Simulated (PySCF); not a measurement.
Atom-mapped SMILES (the numbers label the heavy atoms): `[F:1][C@H:2]([Cl:3])[C:4]([F:5])([F:6])[F:7]` (H(Xn): hydrogen on atom n).

PySCF 2.14 calculation with geometry from PBE0-D3(BJ)/def2-SVP and σ from GIAO-B3LYP/pcSseg-2; one conformer, non-relativistic, fast rotation and ring inversion assumed for equivalent nuclei, gas phase.

Shifts are taken against calculated references (same method and geometry level): 13C (σref 179.19), 1H (σref 31.39) vs TMS; 19F (σref 169.74) vs CFCl3; 35Cl (σref 927.31) against HCl.

```tsv
atoms	nucleus	count	δ (ppm)
F5/F6/F7	19F	3	?
F1	19F	1	-170.6
H(C2)	1H	1	6.12
C2	13C	1	?
C4	13C	1	131.7
Cl3	35Cl	1	224
```

Question: Fill in the missing shifts.

Answer: 
- C2: 106.3 ppm, sp3 CH bonded to Cl and F; 2 electronegative neighbours deshield it
- F5/F6/F7: -95.8 ppm, fluorine of a CF3 group

Carbons that carry Cl, above all several Cl atoms, come out too deshielded, partly because spin–orbit coupling is missing. Shifts are as computed. Against solution values, carbons near 30 ppm lie about +3 ppm off and those near 130 ppm about +8 ppm. Of 1211 compounds with measured shifts, 218 miss one by over three times the rms of a fit or turn the order of signals round; such compounds aren't used in these exercises. Unscaled 19F shifts against computed CFCl3 carry errors that often reach 10 to 50 ppm.
